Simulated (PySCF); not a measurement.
**Polarisability and C₆ of Mo(2+) (molybdenum, charge +2)**

[Kr] 4d4, high-spin 5D determinant. All numbers are calculated (PySCF 2.14, a scalar-relativistic core potential, in aug-cc-pwCVTZ-PP with ECP28MDF). Coupled (time-dependent) response in atomic units; α is the mean over directions.

| method | mean α (bohr³) | α xx, yy, zz | C₆ (like pair) | S(−4) |
| --- | --- | --- | --- | --- |
| UHF | 9.224 | 8.674, 8.674, 10.32 | 48.69 | 30.54 |
| PBE | 10.62 | 10.09, 10.09, 11.67 | 56.59 | 48.01 |

S(−4) is the Cauchy moment in α(ω) = α(0) + S(−4) ω² + …

Spin-orbit coupling is absent.

α(iu) at UHF:

```tsv
u (hartree)	α(iu) (bohr³)
0	9.224
0.0500	9.149
0.100	8.937
0.200	8.238
0.300	7.412
0.500	5.935
0.750	4.588
1.00	3.634
1.50	2.409
2.00	1.686
3.00	0.9317
5.00	0.3928
```

A single London oscillator, α(iu) = α/(1 + u²/ω²), gives C₆ = (3/4) ω α². Matching the computed C₆ needs ω = 4 × 48.69 / (3 × 9.224²) = 0.763 hartree.

For an ion, C₆ is the dispersion term alone; charge-induced terms of lower order in 1/R come first.

The components differ because the open shell of this determinant is not spherical; for a pure term their mean is the scalar polarisability.

Energies and moments cover only the electrons outside the core potential.
